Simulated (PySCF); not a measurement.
# Continuum solvent and chemical shifts

Mapped SMILES: `[CH3:1][O:2][C@H:3]1[CH2:4][C@H:5]([C:6](=[O:7])[F:8])[CH2:9]1`; H(Xn) means a hydrogen on atom n. Ha(C4), Ha(C9) are cis to O2 on the ring; Hb(C4), Hb(C9) are trans to O2 on the ring.

GIAO PBE0/pcSseg-1 in PySCF 2.14 on one PBE0-D3(BJ)/def2-SVP conformer, non-relativistic, equivalent nuclei averaged. Solvents enter as an IEF-PCM continuum (chloroform with ε = 4.7, methanol with ε = 32.6) around the gas-phase geometry. Shifts are referred to TMS, CFCl3 computed in the same medium.

Gas phase, δ in ppm: C6 174.1, C3 72.3, C1 55.4, C4/C9 33.9, C5 30.1, F8 40.5, H(C3) 3.64, H(C1) 3.16, H(C5) 2.65, Hb(C4)/Hb(C9) 2.49, Ha(C4)/Ha(C9) 2.04. Dipole moment 2.44 D.

Question: How does each δ change in the continuum?

Answer: 
```json
{"atoms": "C6", "environment": "carbonyl carbon", "Δδ, chloroform": "+3.4", "Δδ, methanol": "+4.6"}
{"atoms": "C3", "environment": "sp3 CH bonded to O", "Δδ, chloroform": "+0.6", "Δδ, methanol": "+0.8"}
{"atoms": "C1", "environment": "methyl carbon bonded to O", "Δδ, chloroform": "+0.6", "Δδ, methanol": "+0.8"}
{"atoms": "C4/C9", "environment": "sp3 CH2 in a ring", "Δδ, chloroform": "+0.7", "Δδ, methanol": "+0.9"}
{"atoms": "C5", "environment": "sp3 CH α to a carbonyl", "Δδ, chloroform": "+1.2", "Δδ, methanol": "+1.6"}
{"atoms": "F8", "environment": "fluorine bonded to C", "Δδ, chloroform": "+0.1", "Δδ, methanol": "+0.3"}
{"atoms": "H(C3)", "environment": "hydrogen on an sp3 CH bonded to O", "Δδ, chloroform": "+0.09", "Δδ, methanol": "+0.12"}
{"atoms": "H(C1)", "environment": "hydrogen on a methyl carbon bonded to O", "Δδ, chloroform": "+0.07", "Δδ, methanol": "+0.09"}
{"atoms": "H(C5)", "environment": "hydrogen on an sp3 CH α to a carbonyl", "Δδ, chloroform": "+0.26", "Δδ, methanol": "+0.36"}
{"atoms": "Hb(C4)/Hb(C9)", "environment": "hydrogen on an sp3 CH2 in a ring", "Δδ, chloroform": "+0.01", "Δδ, methanol": "+0.01"}
{"atoms": "Ha(C4)/Ha(C9)", "environment": "hydrogen on an sp3 CH2 in a ring", "Δδ, chloroform": "+0.10", "Δδ, methanol": "+0.13"}
```

Changes are relative to the gas phase. The dipole moment becomes 2.71 D in chloroform, 2.79 D in methanol.

Question: Which of the listed nuclei move most (in ppm), and what does the model miss? (N and O are left out, as their reference compounds move with the solvent too.)

Answer: C6 (carbonyl carbon, +4.6 ppm) in methanol. A continuum only polarises the solute; specific hydrogen bonds, the anisotropy of aromatic solvents and changes of geometry or conformer are outside it.
